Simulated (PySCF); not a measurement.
## Shapes and spin states of CoI2

Method: PySCF, B3LYP, basis Co def2-SVP, I def2-SVP with ECP28 (scalar-relativistic core potentials, no spin–orbit coupling, density fitting).

Relaxations began from a few typed shapes and spin states; open shells are unrestricted. The search is not exhaustive: other isomers or separated fragments can lie lower, and high-lying points may rest on an excited occupation.

Q: Which is the lowest minimum found?
A. quartet D∞h: Co–I 2.443 Å (×2); I–Co–I 180.0°
B. broken-symmetry Ms = 1/2 (⟨S²⟩ 1.75) D∞h: Co–I 2.437 Å (×2); I–Co–I 180.0°
C. broken-symmetry Ms = 1/2 (⟨S²⟩ 1.67) D∞h: Co–I 2.457 Å (×2); I–Co–I 180.0°
D. quartet D∞h: Co–I 2.443 Å (×2); I–Co–I 180.0°

A: D. The others lie at 0.3 (quartet D∞h), 87.3 (broken-symmetry Ms = 1/2 D∞h), 105.6 (broken-symmetry Ms = 1/2 D∞h) kJ/mol above it.

Formally Co is in oxidation state +2, d7, with 3 unpaired electrons (the high-spin count). The Mulliken spin on Co is 2.68. The polar-tensor charge on Co, 1.03, is far below the formal one.

For the lowest minimum: open d and f shells are described by one determinant, and the ground state may have another occupation or spin. With an element this heavy the missing spin–orbit coupling can shift these numbers.

The electron or spin density has lower symmetry than the nuclear frame for the broken-symmetry Ms = 1/2 (⟨S²⟩ 1.75) D∞h at 87.3 kJ/mol, broken-symmetry Ms = 1/2 (⟨S²⟩ 1.67) D∞h at 105.6 kJ/mol.
